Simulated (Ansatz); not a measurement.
Coupled-cluster diagnostics for the cluster Li2I2⁻, Ansatz.

Geometry of the doublet (r2SCAN-D4/def2-TZVPD):

Cartesian coordinates in Å:
```
Li 0.4106 0.3128 1.5367
Li -0.4012 -0.2940 -1.5427
I -1.0431 -0.7838 -3.9323
I 1.0338 0.7650 3.9383
```

In the def2 sets I takes a core potential; there is no spin–orbit coupling. Correlated methods freeze 8 core orbitals; core or outer-core shells of Li, I are correlated, in sets that lack core-valence functions. Another isomer (doublet) lies 0.14 eV lower at PBE0-D4/def2-TZVPD; other spin states weren't run for this one.

**Question.** Estimate the CCSD(T) correlation energy, the shares of MP2 and (T), T1 and the reference's ⟨S²⟩ for: charge -1, doublet, own geometry in def2-SVPD; and the rough time on 4 threads of Arm Neoverse V1 on a shared host.

**Answer.** 
```json
{"state": "charge -1, doublet, own geometry", "basis": "def2-SVPD", "correlation (eV)": "-8.006", "MP2 share (%)": "92.2", "(T) share (%)": "2.2", "T1": "0.006", "⟨S²⟩ (pure)": "0.75 (0.75)", "wall time": "26 s"}
```
Customary marks for T1 are 0.02 (closed shells), 0.045 (open shells) and about 0.05 (3d metals). T1 stays under 0.02 throughout.
